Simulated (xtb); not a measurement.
xtb input (GFN1-xTB):

```bash
xtb mol.xyz --gfn 1 --opt tight --chrg 0 --uhf 0
```
mol.xyz:
```
18

Si     0.25597722     0.27419803    -0.02783062
C     -0.28473582     1.10918413     1.56168408
C      1.69908262    -0.86754415     0.33272583
C      0.70837479     1.53513780    -1.32572718
O     -1.00379822    -0.58670952    -0.67666101
C     -1.66318505    -1.65307476    -0.02585729
H     -1.14167479     1.76434107     1.39019453
H      0.52422831     1.71757589     1.97387720
H     -0.56649706     0.38097780     2.32590922
H      2.55231379    -0.30326123     0.71749589
H      2.02324091    -1.38926324    -0.57044319
H      1.44222074    -1.62056086     1.08152603
H      1.53919428     2.16079210    -0.99093430
H      1.00704059     1.04722509    -2.25566433
H     -0.13821151     2.18838407    -1.54619063
H     -2.12979584    -1.32862496     0.91062074
H     -2.44570350    -2.02747028    -0.68682061
H     -0.97687044    -2.47742982     0.19639349
```

Output:

```
           -------------------------------------------------
          |                Calculation Setup                |
           -------------------------------------------------

           -------------------------------------------------
          |                 G F N 1 - x T B                 |
           -------------------------------------------------

        Reference                      10.1021/acs.jctc.7b00118
      * Hamiltonian:
        H0-scaling (s, p, d)           1.850000    2.250000    2.000000
        zeta-weighting                 0.000000
      * Dispersion:
        s8                             2.400000
        a1                             0.630000
        a2                             5.000000
        s9                             0.000000
      * Repulsion:
        kExp                           1.500000
        rExp                           1.000000
      * Coulomb:
        alpha                          2.000000
        third order                    atomic
        anisotropic                    false
      * Halogen bond correction:
        rad-scale                      1.300000
        damping                        0.440000

          ...................................................
          :                      SETUP                      :
          :.................................................:
          :  # basis functions                  54          :
          :  # atomic orbitals                  53          :
          :  # shells                           37          :
          :  # electrons                        38          :
          :  # halogen bonds                     0          :
          :  max. iterations                   250          :
          :  Hamiltonian                  GFN1-xTB          :
          :  restarted?                      false          :
          :  GBSA solvation                  false          :
          :  PC potential                    false          :
          :  electronic temp.          300.0000000     K    :
          :  accuracy                    1.0000000          :
          :  -> integral cutoff          0.2500000E+02      :
          :  -> integral neglect         0.1000000E-07      :
          :  -> SCF convergence          0.1000000E-05 Eh   :
          :  -> wf. convergence          0.2000000E-04 e    :
          :  Broyden damping             0.4000000          :
          :  net charge                          0          :
          :  unpaired electrons                  0          :
          ...................................................

 iter      E             dE          RMSdq      gap      omega  full diag
   1    -21.7739038 -0.217739E+02  0.776E+00    7.43       0.0  T
   2    -21.7961260 -0.222222E-01  0.468E+00    7.41       1.0  T
   3    -21.7957123  0.413734E-03  0.531E-01    7.29       1.0  T
   4    -21.7972176 -0.150532E-02  0.143E-01    7.40       1.0  T
   5    -21.7977621 -0.544470E-03  0.423E-02    7.37       1.0  T
   6    -21.7977671 -0.508448E-05  0.270E-02    7.36       1.0  T
   7    -21.7977746 -0.748473E-05  0.700E-03    7.36       3.4  T
[...]
             Fermi-level           -0.2790790 Eh           -7.5941 eV

  Mulliken/CM5 charges         n(s)   n(p)   n(d)
     1Si    0.37160  0.22297   1.143  1.577  0.907
     2C    -0.18361 -0.29339   1.005  3.179  0.000
     3C    -0.18362 -0.29340   1.005  3.179  0.000
     4C    -0.18364 -0.29343   1.005  3.179  0.000
     5O    -0.39953 -0.46355   1.615  4.784  0.000
     6C     0.18283  0.06611   0.965  2.852  0.000
     7H     0.03724  0.09104   0.963  0.000  0.000
     8H     0.03113  0.08443   0.969  0.000  0.000
     9H     0.03733  0.09116   0.963  0.000  0.000
    10H     0.03113  0.08443   0.969  0.000  0.000
    11H     0.03724  0.09104   0.963  0.000  0.000
    12H     0.03732  0.09115   0.963  0.000  0.000
    13H     0.03114  0.08444   0.969  0.000  0.000
    14H     0.03727  0.09108   0.963  0.000  0.000
    15H     0.03727  0.09108   0.963  0.000  0.000
    16H     0.02631  0.08495   0.974  0.000  0.000
    17H     0.02631  0.08495   0.974  0.000  0.000
    18H     0.02630  0.08492   0.974  0.000  0.000

Wiberg/Mayer (AO) data.
largest (>0.10) Wiberg bond orders for each atom

 ---------------------------------------------------------------------------
     #   Z sym  total        # sym  WBO       # sym  WBO       # sym  WBO
 ---------------------------------------------------------------------------
     1  14 Si   4.757 --     5 O    1.369     2 C    1.004     3 C    1.004
                             4 C    1.004
     2   6 C    3.953 --     1 Si   1.004     8 H    0.958     7 H    0.951
                             9 H    0.951
     3   6 C    3.953 --     1 Si   1.004    10 H    0.958    11 H    0.951
                            12 H    0.951
     4   6 C    3.953 --     1 Si   1.004    13 H    0.958    15 H    0.951
                            14 H    0.951
     5   8 O    2.377 --     1 Si   1.369     6 C    0.921
     6   6 C    3.908 --    17 H    0.985    16 H    0.985    18 H    0.985
Note: The following floating-point exceptions are signalling: IEEE_DENORMAL
normal termination of xtb
                             5 O    0.921
     7   1 H    1.002 --     2 C    0.951
     8   1 H    1.002 --     2 C    0.958
     9   1 H    1.002 --     2 C    0.951
    10   1 H    1.002 --     3 C    0.958
    11   1 H    1.002 --     3 C    0.951
    12   1 H    1.002 --     3 C    0.951
    13   1 H    1.002 --     4 C    0.958
    14   1 H    1.002 --     4 C    0.951
    15   1 H    1.002 --     4 C    0.951
    16   1 H    1.009 --     6 C    0.985
    17   1 H    1.009 --     6 C    0.985
    18   1 H    1.009 --     6 C    0.985
 ---------------------------------------------------------------------------

Topologies differ in total number of bonds
Writing topology from bond orders to xtbtopo.mol

 dipole moment from electron density (au)
     X       Y       Z
  -0.3837  -0.3311  -0.0867  total (Debye):    1.307

           -------------------------------------------------
          |                Geometry Summary                 |
           -------------------------------------------------

      molecular mass/u    :      104.2231362
   center of mass at/Å    :        0.0252614      -0.0499253       0.1211563
  moments of inertia/u·Å² :        0.1717547E+03   0.2771224E+03   0.2771527E+03
rotational constants/cm⁻¹ :        0.9814949E-01   0.6083101E-01   0.6082434E-01

 * 17 selected distances

     #   Z          #   Z                                           value/Å
     1  14 Si       2   6 C                                       1.9205319
     1  14 Si       3   6 C                                       1.9205505 (max)
     1  14 Si       4   6 C                                       1.9205458
     1  14 Si       5   8 O                                       1.6103218
     5   8 O        6   6 C                                       1.4050324
     2   6 C        7   1 H                                       1.0956464
     2   6 C        8   1 H                                       1.0941042
     2   6 C        9   1 H                                       1.0956331
     3   6 C       10   1 H                                       1.0941059
     3   6 C       11   1 H                                       1.0956487
     3   6 C       12   1 H                                       1.0956344
     4   6 C       13   1 H                                       1.0940679 (min)
     4   6 C       14   1 H                                       1.0956607
     4   6 C       15   1 H                                       1.0956603
     6   6 C       16   1 H                                       1.0958988
     6   6 C       17   1 H                                       1.0959328
     6   6 C       18   1 H                                       1.0960033

 * 4 distinct bonds (by element types)

   Z      Z             #   av. dist./Å        max./Å        min./Å
   1 H    6 C          12     1.0953330     1.0960033     1.0940679
   6 C    8 O           1     1.4050324     1.4050324     1.4050324
   6 C   14 Si          3     1.9205428     1.9205505     1.9205319
   8 O   14 Si          1     1.6103218     1.6103218     1.6103218

optimized geometry written to: xtbopt.xyz

           -------------------------------------------------
          | TOTAL ENERGY              -21.565116953933 Eh   |
          | GRADIENT NORM               0.000234829355 Eh/α |
          | HOMO-LUMO GAP               7.241332290687 eV   |
           -------------------------------------------------

------------------------------------------------------------------------
------------------------------------------------------------------------
 total:
 SCF:
 ANC optimizer:
```
